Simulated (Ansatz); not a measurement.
Total energies of the cluster Cu₂F₂ (the lowest singlet isomer of a short search) from Ansatz at PBE-D4/def2-TZVP, gas phase (1 Eh = 27.2114 eV = 2625.5 kJ/mol). The reference geometry is relaxed at PBE-D4/def2-SVP.

Cartesian coordinates in Å:
```
Cu -0.4751 0.2234 -0.3304
Cu 1.2944 -0.6118 0.9915
F -1.9868 0.8768 0.2483
F 1.1675 -0.4883 -0.9094
```

```
                 state                    geometry  energy (Eh)
      charge 0 singlet                   reference  -3480.21416
      charge 1 doublet                   reference  -3479.86768
      charge 0 triplet  relaxed at PBE-D4/def2-SVP  -3480.16631
      charge 0 quintet  relaxed at PBE-D4/def2-SVP  -3480.04501
free Cu atom (doublet)                           –  -1640.24447
 free F atom (doublet)                           –    -99.66912
```

Q: Work out the vertical ionisation energy to the doublet.

A: E(charge 1 doublet) − E(charge 0 singlet) = -3479.86768 − (-3480.21416) = 0.34648 Eh = 9.43 eV. For comparison, −ε of the highest occupied level is 5.87 eV at this level, 3.56 eV less.

Q: Which of the charge 0 states is lowest, and how far above it are the others?

A: The singlet. triplet: -3480.16631 − (-3480.21416) = 0.04785 Eh = 125.6 kJ/mol; quintet: -3480.04501 − (-3480.21416) = 0.16915 Eh = 444.1 kJ/mol. The quintet differs in its bonds from the reference.

Q: What is the binding energy per atom against free atoms?

A: Atoms: 2 × (-1640.24447) + 2 × (-99.66912) = -3479.82718 Eh. Binding: -3479.82718 − (-3480.21416) = 0.38698 Eh = 10.53 eV, or 2.63 eV for each of 4 atoms (no zero-point energy, no counterpoise term).

At PBE-D4/def2-TZVP the gap within one spin of the charge 1 doublet nearly closes, so an electron or hole may be smeared out by delocalisation error. 

The structure comes from a short search, and lower isomers may exist.
